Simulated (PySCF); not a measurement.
A calculated (UHF, PySCF 2.14, x2c-TZVPall, the spin-free X2C one-electron Hamiltonian (Gaussian nucleus)) atom or ion has these occupied shells.

```csv
shell,electrons,orbital energy (eV),"rms radius, mean of both spins (bohr)"
1s,2,-3240.4,0.0991
2s,2,-337.62,0.446
2p,6,-260.49,0.417
3s,2,-34.964,1.53
3p,6,-16.019,1.81
```

Task: Name the element and its charge.

Result: Ar (argon, neutral), in [Ar], closed-shell 1S.
